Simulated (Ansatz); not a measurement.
C3H11FGeSSi, singlet, geometry from GFN2-xTB, with bond 15-6 at 1.4 times its length; SC-NEVPT2/STO-3G, CASSCF(4,3) (Ansatz, a first-principles code).

Here is a job for Ansatz.
Ansatz 0.2 input:
```yaml
crystal:
  periodic: [false, false, false]
  atoms:
    - {symbol: Si, position_ang: [2.42898598, 0.11594443, -0.16215814]}
    - {symbol: F, position_ang: [1.97860079, -1.41631760, -0.39846786]}
    - {symbol: S, position_ang: [0.82456343, 1.18925863, 0.71332151]}
    - {symbol: Ge, position_ang: [-0.96656777, -0.00732560, 0.00068278]}
    - {symbol: C, position_ang: [-2.51692567, 1.15420497, 0.44963833]}
    - {symbol: C, position_ang: [-1.03331396, -1.72411933, 1.00860941]}
    - {symbol: C, position_ang: [-0.83076995, -0.30054573, -1.96748237]}
    - {symbol: H, position_ang: [2.72969052, 0.58405534, -1.50246454]}
    - {symbol: H, position_ang: [3.51043597, 0.05982843, 0.79537972]}
    - {symbol: H, position_ang: [-3.44623578, 0.65403672, 0.19359404]}
    - {symbol: H, position_ang: [-2.46455963, 2.09031324, -0.09795039]}
    - {symbol: H, position_ang: [-2.52648859, 1.38192634, 1.51124474]}
    - {symbol: H, position_ang: [-1.95001644, -2.25280412, 0.76581842]}
    - {symbol: H, position_ang: [-1.01506309, -1.53500315, 2.07801260]}
    - {symbol: H, position_ang: [0.14811658, -2.60953443, 0.65031060]}
    - {symbol: H, position_ang: [-0.64241976, 0.63654491, -2.48374044]}
    - {symbol: H, position_ang: [-0.03074459, -0.99610220, -2.20091016]}
    - {symbol: H, position_ang: [-1.76516308, -0.71355843, -2.33482646]}
basis:
  gaussian:
    orbitals: STO-3G
magnetization: {spin_polarized: false}
correlation: {method: sc_nevpt2, electrons: all, active_space: {window: {electrons: 4, orbitals: 3}}}
```

The log (banner, timings and long lists left out):

```
Functional definition: HF
812 factors; integrals over basis functions are off by at most 3.8e-5 eV
mean field evaluation 1: about -80195.3850 eV, gradient 2.4e1 eV
mean field evaluation 2: about -80195.5399 eV, gradient 2.4e1 eV
mean field evaluation 4: about -80198.4712 eV, gradient 1.6e0 eV
mean field evaluation 8: about -80198.4868 eV, gradient 4.6e-5 eV
mean field -80198.48679010 eV, -2947.2400290494 hartree, gradient 1.6e-6 eV, S^2 0.000000; 0 other end points of the search recorded, 0 dependent functions left out
reference -80198.48679010 eV, -2947.2400290494 hartree; 50, 50 occupied and 17, 17 virtual orbitals, 812 factors
state -80199.56070489 eV, -2947.2794946898 hartree
state -80199.56070489 eV, -2947.2794946898 hartree; corrected -80206.58881876 eV, -2947.5377731107 hartree
Total energy: -80206.58881876 eV, -2947.5377731107 hartree
```
